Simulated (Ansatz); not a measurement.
Start from `F[SiH2][SiH3]` and change one atom or group to get `F[SiH]([SiH3])[CH2][AlH2]`.

Ansatz, PBE0-D4/def2-TZVP geometries, multiplicity 1. Each molecule was computed in one conformer, which needn't be the lowest.

```csv
property,`F[SiH2][SiH3]`
LUMO energy (PBE/def2-TZVPP) / eV,-1.52
HOMO energy (PBE0/def2-TZVPP) / eV,-8.41
HOMO energy (ωB97M-V/def2-TZVPP) / eV,-10.46
size of the dipole moment (B3LYP/def2-TZVPP) / D,1.24
size of the dipole moment (ωB97M-V/def2-TZVPP) / D,1.21
HOMO energy (PBE/def2-TZVPP) / eV,-7.21
```

(1) What does the change do to each property? (Best estimate.)

## Answers

(1) The calculation gave: 
```csv
property,`F[SiH]([SiH3])[CH2][AlH2]`,shift
LUMO energy (PBE/def2-TZVPP) / eV,-1.75,-0.23
HOMO energy (PBE0/def2-TZVPP) / eV,-8.07,0.34
HOMO energy (ωB97M-V/def2-TZVPP) / eV,-10.21,0.25
size of the dipole moment (B3LYP/def2-TZVPP) / D,0.35,-0.89
size of the dipole moment (ωB97M-V/def2-TZVPP) / D,0.37,-0.84
HOMO energy (PBE/def2-TZVPP) / eV,-6.86,0.35
```

With PBE0 the HOMO rises by 0.34 eV and the LUMO falls by 0.29 eV, so the gap narrows by about 0.63 eV. PBE moves the HOMO by 0.35 eV and ωB97M-V by 0.25 eV. Dipoles are sizes alone; their direction can turn.

B3LYP here is the variant with VWN-RPA as its local correlation; programs differ in this.
